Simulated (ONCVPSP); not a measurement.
# cerium (Ce): one change to an ONCV potential, before and after

| Quantity | Value |
| --- | --- |
| Element | Ce (Z = 58) |
| Generator | ONCVPSP 4.0.1 |
| Type | optimised norm-conserving Vanderbilt (ONCV) |
| Functional | PBE |
| Relativity | scalar-relativistic |
| Frozen core | [Kr] 4d10 4f1 |
| Valence charge | 11 |
| Reference configuration | 5s2 5p6 5d1 6s1 6p1 |
| Partial waves | 5s+6s: rc 2.90 bohr, ncon 4, nbas 8, qcut 4.9 1/bohr, 2 projectors; 5p+6p: rc 2.70 bohr, ncon 4, nbas 8, qcut 6.2 1/bohr, 2 projectors; 5d: rc 3.20 bohr, ncon 5, nbas 10, qcut 5.4 1/bohr, 3 projectors, debl 2 Ha |
| Local potential | polynomial inside 2.65 bohr (lpopt 5, dvloc0 -1 Ha) |
| Core correction | Teter function, fcfact 2.25, rcfact 1.05 |

Change: s: qcut 4.1; p: qcut 5.2; d: qcut 4.5.

Cutoffs: the cutoffs (Ha) at which the residual kinetic energy of the hardest occupied pseudo-wave falls to 1 and 0.1 mHa per electron; they do not see the model core or the augmentation charge, which bear on the density cutoff. Errors are all-electron minus pseudo energies relative to the spin-unpolarised reference configuration.

Q: How do hardness, ghosts and transferability respond?

A: The potential gets softer (8.0 Ha and 11 Ha → 6.2 Ha and 7.7 Ha); of the 4 tests that both files solve, the error grows in 1 and shrinks in 1 by more than 15 % and 0.3 meV (median size 1.5 → 1.7 meV); neither file shows a bound ghost.

```tsv
quantity	base	changed
cutoff, loose	8.0 Ha	6.2 Ha
cutoff, tight	11 Ha	7.7 Ha
loose cutoff by channel	s 6.2 Ha, p 8.0 Ha, d 6.5 Ha	s 4.6 Ha, p 5.1 Ha, d 6.2 Ha
bound ghosts	none	none
GHOST(+) flags under 300 eV	none	none
error for 5s2 5p6 5d1 6s2 6p0, meV [ΔE -2.45 eV]	-0.1	-0.2
error for 5s2 5p6 5d1 6s1 6p0, meV [ΔE 3.62 eV]	-0.4	-0.4
error for 5s2 5p6 5d1 6s0 6p0, meV [ΔE 14.70 eV]	-2.5	-3.0
error for 5s2 5p6 5d0 6s0 6p0, meV [ΔE 33.88 eV]	-20	-16
s: phases at 2.95 bohr within 0.05 rad from the reference energy up to (Ha; the scan ends near 5)	1.8	1.7
p: phases at 2.74 bohr within 0.05 rad from the reference energy up to (Ha; the scan ends near 5)	3.2	3.1
d: phases at 3.24 bohr within 0.05 rad from the reference energy up to (Ha; the scan ends near 5)	to the end of the scan	to the end of the scan
rms error of d²Exc/dni dnj with the model core, mHa	1.26	1.36
```
